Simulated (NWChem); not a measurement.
System: SiH$_{4}$O; SMILES O[SiH3]

Results from NWChem. The geometry was optimised at PBE0/def2-SVP. Level: B3LYP/def2-SVP with SMD (1 M gas to 1 M solution), gas-phase geometry. Reactions with the solvent are ignored.

What does the run give for solvent 2-propanol? Quantities: solvation free energy (kcal/mol); cavity-dispersion-structure term (kcal/mol); dipole in solution (D).


- solvation free energy (kcal/mol): -4.5
- cavity-dispersion-structure term (kcal/mol): 0.1
- dipole in solution (D): 1.73
